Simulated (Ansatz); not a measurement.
Harmonic frequencies (cm⁻¹) at PBE0-D4/def2-TZVP from Ansatz: 164, 184, 348, 431, 630, 754, 858, 886, 930, 2156, 2250, 2266.

Problem. Which molecule is it?
A. `F[SiH2][TeH]`
B. `NC1=C[Te]1`
C. `B1N=C[Se]1`
D. `FBBCl`

Solution. A.
